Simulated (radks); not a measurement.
Neutral helium inside a hard spherical wall (all orbitals vanish at R), configuration held at [He] and not refilled when levels cross. Calculated with a radial shooting solver on a logarithmic mesh with Libxc functionals: non-relativistic Kohn-Sham, PBEsol, spin-polarised, spherical densities, point nucleus. Eigenvalues in eV for spin up, with the zero of energy where the potential of the charges vanishes at infinity; a dash marks a level that is unbound or too diffuse for the functional's potential to be trusted. A positive occupied level is held by the wall or, in an anion where self-interaction has pushed it up, behind a barrier. The pressure on the wall is -dE/dV.

R (bohr)	E (hartree)	kinetic (hartree)	e(1s)	e(2s, empty)	e(2p, empty)	pressure (GPa)
free	-2.85772	2.813	-15.499	-	-	0
20	-2.85772	2.813	-15.499	-	-	< 0.0001
8	-2.85772	2.813	-15.498	1.855	2.877	< 0.0001
7	-2.85771	2.813	-15.497	2.670	3.672	0.000865
6	-2.85765	2.814	-15.490	4.123	4.941	0.00976
3	-2.82021	3.009	-13.724	29.436	21.322	20.4
2.5	-2.74971	3.279	-11.388	47.901	31.876	86.7
1.5	-1.81950	5.604	9.678	171.32	98.798	2670
